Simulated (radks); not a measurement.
Spherical quantum dot in the effective-mass picture: electrons in a hard-walled sphere of radius 1.39, all in effective atomic units (hartree* = m*/eps^2 hartree, bohr* = eps/m* bohr), one dielectric constant everywhere. Calculated with a radial shooting solver with Libxc functionals: non-relativistic Kohn-Sham, LDA (Slater exchange, Perdew-Wang correlation), spin-polarised, spherical densities. Levels are named by radial order and angular momentum (1s, 1p, 1d, 2s, ...), and open shells are averaged over m.

N = 15, configuration 1s2 1p6 1d(up 5, down 2). This is the lowest configuration that the search found. Occupied and some empty levels:

| level | occupation | eigenvalue (hartree*) | <r> (bohr*) |
|---|---|---|---|
| 1s up | 1 | 17.315 | 0.7938 |
| 1s down | 1 | 17.444 | 0.7914 |
| 1p up | 3 | 19.330 | 0.8822 |
| 1p down | 3 | 19.473 | 0.8815 |
| 1d up | 5 | 22.237 | 0.9398 |
| 1d down | 2 | 22.387 | 0.9396 |
| 2s up | 0 | 25.059 | 0.6605 |
| 2s down | 0 | 25.141 | 0.6614 |
| 1f up | 0 | 25.927 | 0.9819 |
| 1f down | 0 | 26.078 | 0.9820 |
| 2p up | 0 | 30.060 | 0.7384 |
| 2p down | 0 | 30.157 | 0.7382 |

Energy (hartree*): total 198.126, kinetic 99.457, external 0, Hartree 113.79, exchange-correlation -15.124.
